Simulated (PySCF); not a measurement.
**Name the molecule from its bond curve**

A diatomic of charge +1 contains Zn. Its doublet curve at ROHF-MP2 in a double-zeta basis (no relativity, PySCF), in eV from the separated fragments:

```json
{"R (Å)": "1.821", "E (eV)": "-0.428"}
{"R (Å)": "1.906", "E (eV)": "-0.700"}
{"R (Å)": "1.991", "E (eV)": "-0.849"}
{"R (Å)": "2.054", "E (eV)": "-0.902"}
{"R (Å)": "2.118", "E (eV)": "-0.916"}
{"R (Å)": "2.182", "E (eV)": "-0.901"}
{"R (Å)": "2.266", "E (eV)": "-0.847"}
{"R (Å)": "2.372", "E (eV)": "-0.741"}
{"R (Å)": "2.499", "E (eV)": "-0.579"}
{"R (Å)": "2.669", "E (eV)": "-0.335"}
```

The fit gives ωe = 446 cm⁻¹ and the rotational constant Bₑ = 0.3732 cm⁻¹.

Q: Which atom is the partner?

A: The minimum lies at 2.115 Å, so the reduced mass is 16.8576 u Å² cm⁻¹/(Bₑ·Re²) = 10.10 u. With Zn at 63.93 u the partner weighs about 12.0 u: C. The molecule is ZnC⁺.

Correlated steps freeze 6 core orbitals. The state is the lowest determinant that a PBE0 search found; another state may lie lower at other levels.
